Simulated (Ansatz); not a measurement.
Cost and result up the ladder for the cluster Al₄As₄ (8 atoms). Total charge 0; singlet. Geometry: PBE0-D4/def2-SVP.

Cartesian coordinates in Å:
```
Al 0.912 -2.574 1.073
Al 1.392 0.357 -0.084
Al -0.935 -0.025 1.162
Al -0.673 1.190 -1.525
As 1.174 -0.240 2.296
As 1.408 2.252 -1.469
As -0.619 -1.313 -0.982
As -2.660 0.352 -0.471
```

Ansatz on 4 threads of Arm Neoverse V2 on a shared host. Times are rough, and most runs start from the orbitals of an earlier one. No level here is sound enough to serve as a yardstick. Binding counts from free atoms at the same level (Al doublet, As quartet; other spins of the atoms weren't run), without zero-point energy or a counterpoise term.

Correlated methods freeze 56 core orbitals; core or outer-core shells of As are correlated, in sets that lack core-valence functions. The rows differ in basis, and correlated rows in double-zeta sets carry the largest basis error. Another isomer (singlet) lies 0.37 eV lower at PBE0-D4/def2-TZVP; other spin states weren't run for this one.

Correlated methods converge slowly with the basis, most of all in double-zeta sets.

| level | functions | wall time | binding energy per atom (eV) | remarks |
| --- | --- | --- | --- | --- |
| MP2/def2-SVP | 200 | 11 s | 2.31 | restricted SCF unstable |
| PBE-D4/def2-TZVP (with forces) | 340 | 13 s | 2.79 | restricted SCF unstable in HF |
| r2SCAN-D4/def2-TZVP | 340 | 24 s | 2.70 | restricted SCF unstable in HF |
| PBE0-D4/def2-TZVP | 340 | 28 s | 2.67 | restricted SCF unstable in HF |
